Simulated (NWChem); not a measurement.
Molecule: C₃H₇N; SMILES C(/C)=N/C

```xyz
11

C      0.4823    -1.5269     0.1510
C     -0.6548    -0.5805    -0.1030
N     -0.6674     0.6821    -0.2067
C      0.5175     1.4811    -0.0858
H      1.4576    -1.0370     0.2638
H      0.5511    -2.2534    -0.6753
H      0.2797    -2.1130     1.0624
H     -1.6356    -1.0767    -0.2164
H      0.6417     2.0739    -1.0072
H      1.4646     0.9431     0.1057
H      0.3707     2.2136     0.7252
```
Atoms are numbered in this order, from 1.

All runs use the structure optimised with PBE0/def2-SVP.

**Question.** Give the principal values of the shielding tensors (ppm) of C1, C2, N3, C4 from LDA (Slater exchange, VWN5)/pcSseg-1, GIAO (NWChem), with their diamagnetic and paramagnetic parts as GIAO splits them.

**Answer.** 
```tsv
atom	σ11	σ22	σ33	isotropic	diamagnetic	paramagnetic
C1	132.9	182.7	187.2	167.6	252.8	-85.2
C2	-89.5	15.6	110.9	12.3	253.9	-241.6
N3	-514.2	-136.2	282.0	-122.8	328.5	-451.2
C4	113.2	137.0	171.3	140.5	249.6	-109.1
```
